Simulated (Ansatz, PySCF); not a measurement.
Si(H)(F)2(OMe) (CH₄F₂OSi), SMILES CO[SiH](F)F. Atoms are numbered in the order given.

```xyz
9

Si     0.3905     0.0740     0.5380
F      0.4337     1.6180     0.0720
F      1.1712    -0.7358    -0.6185
O     -1.1493    -0.4438     0.6601
C     -2.1198    -0.4410    -0.3751
H      1.0592    -0.0962     1.8318
H     -2.3127     0.5831    -0.7375
H     -3.0548    -0.8533     0.0297
H     -1.7971    -1.0655    -1.2255
```
Charge 0, spin multiplicity 1.

Geometry: r2SCAN-D4/def2-SVP. The values are those of a single conformer.

Two levels are set side by side: PBE-D3(BJ)/def2-SVP (Ansatz, a program for electronic structure) and r2SCAN-D4/def2-SVP (Ansatz). Each level has its own optimised geometry; the coordinates shown are those of the second. Frequencies come from the Hessian of PySCF at each geometry. Differences are taken from unrounded values.

| quantity | r2SCAN-D4 | PBE-D3(BJ) | PBE-D3(BJ) minus r2SCAN-D4 |
|---|---|---|---|
| mean bond length (Å) | 1.381 | 1.392 | 0.011 |
| bond Si1–F2 (Å) | 1.613 | 1.627 | 0.014 |
| bond Si1–F3 (Å) | 1.613 | 1.627 | 0.014 |
| bond Si1–O4 (Å) | 1.629 | 1.645 | 0.016 |
| bond O4–C5 (Å) | 1.419 | 1.423 | 0.004 |
| bond Si1–H6 (Å) | 1.466 | 1.479 | 0.013 |
| bond C5–H7 (Å) | 1.103 | 1.112 | 0.008 |
| bond C5–H8 (Å) | 1.099 | 1.108 | 0.009 |
| bond C5–H9 (Å) | 1.103 | 1.112 | 0.008 |
| highest harmonic wavenumber (cm⁻¹) | 3146 | 3064 | -83 |
| mean harmonic wavenumber (cm⁻¹) | 1202 | 1167 | -35 |
| zero-point energy (kcal/mol) | 36.09 | 35.05 | -1.05 |
